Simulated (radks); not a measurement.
Q: The gallium ion Ga22+, configuration [He] 2s2 2p5. All-electron calculation, Dirac Kohn-Sham, PBE, spin-unpolarised, spherical densities, finite nucleus; open shells fill j = l - 1/2 first; Fermi nuclear charge, rms radius 3.9973 fm. Program: a radial shooting solver on a logarithmic mesh with Libxc functionals. Some entries of the table are withheld. Estimate them.

| orbital | occ. | eigenvalue (hartree) | <r^2> (bohr^2) | <1/r> (bohr^-1) |
|---|---|---|---|---|
| 1s1/2 | 2 | (1) | 0.003168 | 31.33 |
| 2s1/2 | 2 | -81.87085 | (2) | 7.105 |
| 2p1/2 | 2 | (3) | 0.04010 | 7.050 |
| 2p3/2 | 3 | (4) | 0.04140 | 6.874 |
| 3s1/2 | 0 | -32.57196 | 0.2994 | 2.886 |
| 3p1/2 | 0 | (5) | 0.2810 | 2.837 |
| 3p3/2 | 0 | (6) | 0.2861 | 2.793 |
| 3d3/2 | 0 | (7) | 0.2225 | 2.678 |
| 3d5/2 | 0 | (8) | 0.2238 | 2.667 |

A: 
(1) 1s1/2 eigenvalue (hartree): -415.0290
(2) 2s1/2 <r^2> (bohr^2): 0.05236
(3) 2p1/2 eigenvalue (hartree): -77.25678
(4) 2p3/2 eigenvalue (hartree): -76.16184
(5) 3p1/2 eigenvalue (hartree): -31.09343
(6) 3p3/2 eigenvalue (hartree): -30.82237
(7) 3d3/2 eigenvalue (hartree): -28.87584
(8) 3d5/2 eigenvalue (hartree): -28.81527
